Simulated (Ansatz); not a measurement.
Ansatz (an electronic-structure program) input:

Ansatz 0.2 input:
```yaml
crystal:
  periodic: [false, false, false]
  atoms:
    - {symbol: Hg, position_ang: [0.00000000, 0.00000000, 0.00000000]}
    - {symbol: I, position_ang: [-0.00000000, -0.00000000, -2.61159500]}
    - {symbol: I, position_ang: [0.00000000, 0.00000000, 2.61159500]}
basis:
  gaussian:
    orbitals: def2-SVPD
magnetization: {spin_polarized: false}
correlation: {method: ccsd_t, electrons: outside_noble_gas}
output: {forces: true}
```

Q: Which total energy does the run end on?

A: -746.43823 Eh (CCSD(T)/def2-SVPD). The basis has 105 functions. The run takes about 60 core-seconds (a rough figure).
